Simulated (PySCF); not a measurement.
C2H5FO2Si, SMILES O=CC[Si@H](O)F. The structure is a stationary point at PBE-D3(BJ)/def2-SVP. The structure was generated by enumeration; whether it is a known compound was not checked. Other conformers were not sampled.

Give the equilibrium geometry at PBE-D3(BJ)/def2-SVP (PySCF confirms it by a frequency run) as a Z-matrix. (The exact figures need the calculation; the answer reports its results.)

One answer among several that fit: 
```
C
H 1 1.1073
H 1 1.1135 2 108.39
C 1 1.5020 2 112.32 3 -119.58
O 4 1.2255 1 123.63 2 -176.35
H 4 1.1279 5 119.66 1 -178.66
Si 1 1.9077 2 113.93 3 114.96
F 7 1.6389 1 107.05 2 54.55
O 7 1.6536 8 112.13 1 -116.69
H 9 0.9893 7 109.28 8 90.97
H 7 1.4906 8 107.08 9 -121.39
```
